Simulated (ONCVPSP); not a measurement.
silver: one change to an ONCV potential, before and after

ONCVPSP 4.0.1 input, shortened (lines: element, Z, core and valence counts, functional; n l f; lmax; l rc ep ncon nbas qcut; lloc lpopt rc5 dvloc0; l nproj debl; icmod fcfact rcfact), PBEsol, fully relativistic:

```
  Ag 47.00    8    2  -116133      upf
    1    0    2.00
    2    0    2.00
    2    1    6.00
    3    0    2.00
    3    1    6.00
    3    2   10.00
    4    0    2.00
    4    1    6.00
    4    2   10.00
    5    0    1.00
    3
    0    2.10    0.00    5   10    2.40
    1    2.10    0.27    4    8    3.40
    2    1.20    0.00    4    9    7.00
    3    1.60    0.03    4    8    6.00
    4    5    0.75    0.00
    0    2    3.00
    1    3    1.70
    2    2    3.90
    3    2    0.90
    1    0.35    0.00
```

Open shells are filled in proportion to 2j + 1.

Change: s: qcut 2.7; p: qcut 3.8; d: qcut 7.8; f: qcut 6.7.

Cutoffs: the cutoffs (Ha) at which the residual kinetic energy of the hardest occupied pseudo-wave falls to 1 and 0.1 mHa per electron; they do not see the model core or the augmentation charge, which bear on the density cutoff. Errors are all-electron minus pseudo energies relative to the spin-unpolarised reference configuration.

Question: How do hardness, ghosts and transferability respond?

Answer: The potential gets softer (85 Ha and 205 Ha → 33 Ha and 172 Ha); both files keep a bound ghost (p, s); the errors of the 4 common tests hardly move; the range in which the f7/2 phases agree widens (upper end 1.1 → 3.2); the range in which the f5/2 phases agree widens (upper end 1.1 → 3.2).

| quantity | base | changed |
| --- | --- | --- |
| cutoff, loose | 85 Ha | 33 Ha |
| cutoff, tight | 205 Ha | 172 Ha |
| loose cutoff by channel | s 6.5 Ha, d 85 Ha | s 4.1 Ha, d 33 Ha |
| bound ghosts | s, p3/2, p1/2 | s, p3/2, p1/2 |
| GHOST(+) flags under 300 eV | f7/2 at 30.9 eV, f5/2 at 31.1 eV, s at 65.5 eV | f7/2 at 24.7 eV, f5/2 at 24.8 eV, s at 61.5 eV |
| error for 4d10 5s0, meV [ΔE 7.75 eV] | -12 | -13 |
| error for 4d9 5s0, meV [ΔE 29.86 eV] | -36 | -35 |
| error for 4d8 5s0, meV [ΔE 66.04 eV] | -254 | -252 |
| error for 4d10 5s0.5, meV [ΔE 3.02 eV] | -2.3 | -2.5 |
| s: phases at 2.13 bohr within 0.05 rad from the reference energy up to (Ha; the scan ends near 5) | 2.4 | 2.3 |
| p3/2: phases at 2.13 bohr within 0.05 rad from the reference energy up to (Ha; the scan ends near 5) | to the end of the scan | to the end of the scan |
| p1/2: phases at 2.13 bohr within 0.05 rad from the reference energy up to (Ha; the scan ends near 5) | to the end of the scan | to the end of the scan |
| d5/2: phases at 1.22 bohr within 0.05 rad from the reference energy up to (Ha; the scan ends near 5) | to the end of the scan | to the end of the scan |
| d3/2: phases at 1.22 bohr within 0.05 rad from the reference energy up to (Ha; the scan ends near 5) | to the end of the scan | to the end of the scan |
| f7/2: phases at 1.62 bohr within 0.05 rad from the reference energy up to (Ha; the scan ends near 5) | 1.1 | 3.2 |
| f5/2: phases at 1.62 bohr within 0.05 rad from the reference energy up to (Ha; the scan ends near 5) | 1.1 | 3.2 |
| rms error of d²Exc/dni dnj with the model core, mHa | 2.50 | 2.48 |

 A true bound ghost makes a file unfit for plane-wave use even where its test errors are small: the radial tests pick states by their node count and pass the ghost by.
